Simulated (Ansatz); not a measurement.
Basis-set extrapolation for CH₃AlOS (`C1[O][AlH][S]1`) (PBE0-D4/def2-TZVP geometry, frozen core, Ansatz). Multiplicity 1, RHF reference.

|  | def2-TZVPP | def2-QZVPP |
| --- | --- | --- |
| HF | -754.052886 | -754.076504 |
| MP2 correlation | -0.647659 | -0.699248 |
| CCSD(T) correlation | -0.706633 | not run |

Energies in hartree. Use E(X) = E(∞) + A·exp(−7.88·√X) for Hartree–Fock and E(X) = E(∞) + B·X^(−2.97) for correlation, with X = 3 and 4, and add CCSD(T) minus MP2 of the smaller set to the MP2 limit.

Q: What is the CCSD(T) energy at the basis-set limit?

A: HF limit: -754.076504 + (-0.023618) × 0.13774 = -754.07976. MP2 limit: -0.699248 + (-0.051589) × 0.74074 = -0.73746. Higher-order term: -0.706633 − (-0.647659) = -0.05897. Total: -754.87619 hartree, 73.2 kcal/mol below CCSD(T)/def2-TZVPP.
